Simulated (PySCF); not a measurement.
AlH2, charge -1, multiplicity 1. Atoms are numbered in the order given.

```xyz
3

Al     0.0000     0.0000    -0.1550
H      0.0000     1.2352     1.0077
H      0.0000    -1.2352     1.0077
```
Charge -1, spin multiplicity 1.

Geometry: B3LYP-D3(BJ)/def2-TZVPD.

The numbers are results of PBE/pcSseg-2 (PySCF), not measurements.

GIAO shieldings, no solvent; atoms alike by connectivity are averaged. δ = σ(ref) − σ: ¹H against TMS (σ = 31.47 ppm), references at their B3LYP-D3(BJ)/def2-TZVP geometries, non-relativistic.

### Question
Estimate the chemical shifts. (An estimate is asked for; the answer gives what the named calculation found.)

### Answer

```json
[
 {"nucleus": "¹H", "atoms": "H2, H3", "count": "2", "δ (ppm)": "13.35"}
]
```
